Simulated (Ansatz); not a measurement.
Species, as SMILES: [Si]Cl (Si-Cl), doublet.
Atoms: Si1, Cl2. Bonds: Si1-Cl2.

How fast the optimised Si1-Cl2 bond length converges with the basis for several methods (Ansatz, a first-principles code): deviation from each method's own reference, in Å. References: HF 2.0752 Å, the value in pcseg-4; MP2 2.0641 Å, the value in aug-cc-pV(Q+d)Z; PBE 2.0826 Å, the value in pcseg-4; PBE0 2.0651 Å, the value in pcseg-4. All functions are spherical. In correlated methods cores are frozen. Open shells are unrestricted. No added dispersion term, no relativity. The reference of a correlated method is not its basis-set limit, which lies further on.

```
basis              functions       HF      MP2      PBE    PBE0
-----------------  ---------  -------  -------  -------  ------
aug-cc-pV(D+d)Z           64   0.0255   0.0400   0.0212  0.0218
pcseg-2                   68  -0.0007  -0.0082   0.0016  0.0004
6-311++G(3df,3pd)         94   0.0008   0.0035   0.0013  0.0010
jun-cc-pV(T+d)Z           96   0.0032   0.0072   0.0028  0.0029
aug-cc-pV(T+d)Z          110   0.0038   0.0091   0.0032  0.0034
cc-pV(Q+d)Z              128   0.0001  -0.0007   0.0001  0.0002
aug-cc-pV(Q+d)Z          178  -0.0001   0.0000  -0.0001  0.0000
cc-pV(5+d)Z              200  -0.0006  -0.0029   0.0002  0.0000
```

Mean absolute deviation over pcseg-2, 6-311++G(3df,3pd), jun-cc-pV(T+d)Z, aug-cc-pV(T+d)Z: PBE0 0.0019, HF 0.0021, PBE 0.0022, MP2 0.0070 Å.
